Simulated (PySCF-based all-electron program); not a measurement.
Distorting InH3S, singlet

Calculated with an in-house all-electron program built on PySCF, in large uncontracted Gaussian sets near the basis limit; Koelling–Harmon scalar relativity, no spin–orbit coupling, spin-restricted. Forces are good to about 0.007 eV/Å. Atoms are numbered as listed.

Shape A:

```json
{"atom": "In", "x (Å)": "0.0000", "y (Å)": "0.0000", "z (Å)": "0.0000"}
{"atom": "S", "x (Å)": "0.0000", "y (Å)": "0.0000", "z (Å)": "2.4140"}
{"atom": "H", "x (Å)": "1.5515", "y (Å)": "0.0336", "z (Å)": "-0.7560"}
{"atom": "H", "x (Å)": "-1.5844", "y (Å)": "-0.0297", "z (Å)": "-0.6801"}
{"atom": "H", "x (Å)": "1.3487", "y (Å)": "0.0407", "z (Å)": "2.5125"}
```

PBE forces:

| atom | Fx | Fy | Fz (eV/Å) |
| --- | --- | --- | --- |
| In1 | 0.009 | 0.006 | -0.007 |
| S2 | 0.002 | 0.003 | 0.003 |
| H3 | -0.024 | -0.001 | 0.006 |
| H4 | 0.021 | -0.004 | 0.006 |
| H5 | -0.008 | -0.004 | -0.008 |

Shape B:

| atom | x (Å) | y (Å) | z (Å) |
| --- | --- | --- | --- |
| In | 0.0000 | 0.0000 | 0.0000 |
| S | 0.0000 | 0.0000 | 2.6554 |
| H | 1.5515 | 0.0336 | -0.7560 |
| H | -1.5844 | -0.0297 | -0.6801 |
| H | 1.3487 | 0.0407 | 2.7539 |

Against shape A, In1–S2 goes from 2.414 to 2.655 Å.

Task: What forces does PBE give in shape B?

Result: 

```csv
atom,Fx,Fy,Fz (eV/Å)
In1,0.035,0.007,1.418
S2,-0.051,0.001,-1.521
H3,0.003,-0.001,0.086
H4,0.000,-0.004,0.089
H5,0.012,-0.003,-0.073
```

Shape C:

```xyz
5

In    0.0000    0.0000    0.0000
S     0.0000    0.0000    2.1726
H     1.5515    0.0336   -0.7560
H    -1.5844   -0.0297   -0.6801
H     1.3487    0.0407    2.2711
```

Against shape A, In1–S2 goes from 2.414 to 2.173 Å.

Task: What forces does PBE give in shape C?

Result: 

| atom | Fx | Fy | Fz (eV/Å) |
| --- | --- | --- | --- |
| In1 | -0.056 | 0.004 | -3.904 |
| S2 | 0.107 | 0.008 | 4.022 |
| H3 | -0.046 | -0.001 | -0.124 |
| H4 | 0.025 | -0.004 | -0.125 |
| H5 | -0.030 | -0.007 | 0.131 |
